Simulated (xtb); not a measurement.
C4H6F2, SMILES C[C@H]1C(F)(C1)F. All values are semi-empirical tight-binding results from xtb (GFN2-xTB unless named), good for trends rather than for accurate numbers. Geometry optimised at GFN2-xTB.

Problem. Estimate the properties. (The exact figures need the calculation; the answer reports its results.)

Solution. 
- orbital gap = 9.35 eV
- dipole moment = 3.06 D
- zero-point energy = 57.6 kcal/mol
- G − E(el) at 298.15 K (modified RRHO) = 39.0 kcal/mol
- static polarisability (D4 model) = 48.0 bohr³
- solvation energy, GFN2-xTB/ALPB(water) = -2.8 kcal/mol
- solvation energy, GFN2-xTB/ALPB(chcl3) = -4.6 kcal/mol

Problem. Give the IR lines (harmonic; lines under 4 % of the strongest left out, lines within 3 cm⁻¹ merged). (An estimate is asked for; the answer gives what the named calculation found.)

Solution. ν (cm⁻¹): 419 (w), 441 (w), 530 (m), 722 (w), 842 (w), 896 (m), 909 (m), 1005 (m), 1008 (m), 1119 (w), 1128 (m), 1183 (vs), 1283 (m), 1386 (w), 1471 (m), 1493 (m), 3031 (m), 3037 (w), 3060 (m), 3120 (w) (against the strongest line: vs over 80 %, s over 45 %, m over 15 %, w over 4 %, vw less)
